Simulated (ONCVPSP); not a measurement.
**Potentials for phosphorus (P) compared**

Generated with ld1.x 7.5 (TM, RRKJ, ultrasoft, PAW), atompaw 4.2 or ONCVPSP 4.0.1. The cutoff is in Ry: for ld1.x and atompaw files where the sum of valence levels is converged to 10 mRy in a Bessel basis, for ONCV files where the hardest occupied wave has 1 mHa per electron of residual kinetic energy. The error is the largest all-electron minus pseudo excitation energy over each file’s own four to seven test configurations (ionisations up to +4, promotions, holes and added fractions of an electron), all of which were solved. The labels leave out finer settings (local radius, basis sizes, second energies), which also bear on the numbers. Spin-polarised tests are not counted. The rows are a selection from randomly drawn settings: files with unsolved tests, undetermined cutoffs or missed reference levels are left out.

```csv
potential,cutoff (Ry),largest error (meV),bound ghosts
"ONCV, PBE, scalar-relativistic, rc 0.80/0.95 (sp), local smoothed, core correction yes, reference 2s2 2p6 3s1.75 3p3.25, qcut 17.5/12.1, projectors 2/3",174,+2.9,none
"ONCV, PBEsol, scalar-relativistic, rc 0.70/0.66 (sp), local smoothed, core correction yes, reference 2s2 2p6 3s2 3p3, qcut 21.3/17.2, projectors 2/2",285,+6.7,none
"ONCV, LDA (Perdew-Wang 92), scalar-relativistic, rc 0.70/0.80/0.85 (spd), local smoothed, core correction no, reference 2s2 2p6 3s2 3p3, qcut 15.5/17.3/13.5, projectors 2/2/2",265,+297,none
"ONCV, PBEsol, scalar-relativistic, rc 1.05/1.00/1.05 (spd), local smoothed, core correction yes, reference 2s2 2p6 3s2 3p3, qcut 12.2/11/10.5, projectors 2/2/1",356,+1118,none
"ONCV, LDA (Perdew-Wang 92), scalar-relativistic, rc 1.60/1.90 (sp), local smoothed, core correction yes, reference 3s2 3p2.5, qcut 4.7/4.3, projectors 2/2",20,+9.1,none
```

**Question.** Fill in the row for P: ONCV, LDA (Perdew-Wang 92), scalar-relativistic, rc 1.65/1.95 (sp), local smoothed, core correction yes, reference 3s2 3p2.5, qcut 4.7/3.4, projectors 2/2.

**Answer.** cutoff 20 Ry, largest error +39 meV, bound ghosts: none.
